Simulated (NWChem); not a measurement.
System: C₂H₃BN₂O; SMILES B1(N=CC=N1)O

```xyz
9

O     -0.0830    -2.0442     0.0000
B     -0.0455    -0.7112     0.0000
N      1.2225     0.0958     0.0000
C      0.7699     1.2849     0.0000
C     -0.7624     1.3174     0.0000
N     -1.2686     0.1505     0.0000
H      0.8067    -2.4187     0.0000
H      1.4041     2.1865     0.0000
H     -1.3550     2.2468     0.0000
```
Atoms are numbered in this order, from 1.

All runs: NWChem. Geometry: optimised at PBE0/def2-SVP. Static field.

Problem. What does the run give for LDA (Slater exchange, VWN5)/def2-SVPD? Quantities: isotropic polarisability (bohr³); anisotropy (bohr³).

Solution. 
| Item | Value |
|---|---|
| isotropic polarisability (bohr³) | 52.1 |
| anisotropy (bohr³) | 31.8 |
